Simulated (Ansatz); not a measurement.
Ansatz (a first-principles code) input (revPBE/def2-TZVPD):

Ansatz 0.2 input:
```yaml
crystal:
  periodic: [false, false, false]
  atoms:
    - {symbol: C, position_ang: [1.63505756, -0.21015665, -0.04690704]}
    - {symbol: C, position_ang: [1.27372635, 0.89967921, -0.74482816]}
    - {symbol: C, position_ang: [-0.15620186, 0.95564228, -0.61866444]}
    - {symbol: C, position_ang: [-0.58129060, -0.10841175, 0.13864972]}
    - {symbol: N, position_ang: [0.55203679, -0.82850438, 0.48873924]}
    - {symbol: C, position_ang: [-1.94188618, -0.52697741, 0.57295491]}
    - {symbol: H, position_ang: [1.91174909, 1.58469232, -1.27401518]}
    - {symbol: H, position_ang: [-0.79584568, 1.71033815, -1.04822920]}
    - {symbol: H, position_ang: [0.56602719, -1.66479431, 1.04416204]}
    - {symbol: H, position_ang: [-2.20561496, -1.52073483, 0.19895510]}
    - {symbol: H, position_ang: [-2.67868220, 0.17723033, 0.18812279]}
    - {symbol: H, position_ang: [-2.03832255, -0.54585500, 1.66259990]}
basis:
  gaussian:
    orbitals: def2-TZVPD
hamiltonian:
  xc: {name: revPBE}
magnetization: {spin_polarized: true, initial_magnetization: 1}
output: {forces: true}
```

Output:

```
Functional definition: revPBE
integrals: 0.20 GiB planned
1355 factors; their error is unknown
mean field: 2.07 GiB planned
mean field evaluation 1: about -6754.7185 eV, gradient 5.8e1 eV
mean field evaluation 2: about -6711.9326 eV, gradient 1.0e2 eV
mean field evaluation 4: about -6770.1242 eV, gradient 1.1e1 eV
mean field evaluation 8: about -6770.7069 eV, gradient 2.0e-1 eV
mean field evaluation 16: about -6770.6508 eV, gradient 1.8e-3 eV
mean field evaluation 32: about -6769.6748 eV, gradient 7.3e-2 eV
mean field -6770.65080944 eV, -248.8168279350 hartree, gradient 2.8e-5 eV, S^2 0.758089; 4 other end points of the search recorded, 0 dependent functions left out
the calculation of the forces begins
reference -6770.65087209 eV, -248.8168302373 hartree; 22, 21 occupied and 254, 255 virtual orbitals, 1355 factors
Total energy: -6770.65087209 eV, -248.8168302373 hartree
Atom 0 at     1.635058    -0.210157    -0.046907 Å, force     0.483867    -0.285732     0.135010 eV/Å
Atom 1 at     1.273726     0.899679    -0.744828 Å, force     0.013441     0.304340    -0.204246 eV/Å
Atom 2 at    -0.156202     0.955642    -0.618664 Å, force     0.119425     0.274209    -0.196291 eV/Å
Atom 3 at    -0.581291    -0.108412     0.138650 Å, force    -0.335606    -0.226163     0.188998 eV/Å
Atom 4 at     0.552037    -0.828504     0.488739 Å, force     0.023350    -0.105884     0.067857 eV/Å
Atom 5 at    -1.941886    -0.526977     0.572955 Å, force     0.046033    -0.001753    -0.004094 eV/Å
Atom 6 at     1.911749     1.584692    -1.274015 Å, force     0.205108     0.225371    -0.173555 eV/Å
Atom 7 at    -0.795846     1.710338    -1.048229 Å, force    -0.193932     0.251509    -0.145355 eV/Å
Atom 8 at     0.566027    -1.664794     1.044162 Å, force     0.012087    -0.331700     0.219552 eV/Å
Atom 9 at    -2.205615    -1.520735     0.198955 Å, force    -0.101508    -0.279587    -0.095786 eV/Å
Atom 10 at    -2.678682     0.177230     0.188123 Å, force    -0.216831     0.186477    -0.099422 eV/Å
Atom 11 at    -2.038323    -0.545855     1.662600 Å, force    -0.055433    -0.011086     0.307330 eV/Å
Dipole moment:    -0.262578    -0.259481     0.202843 e Å
```

It need not be the lowest isomer of its formula.
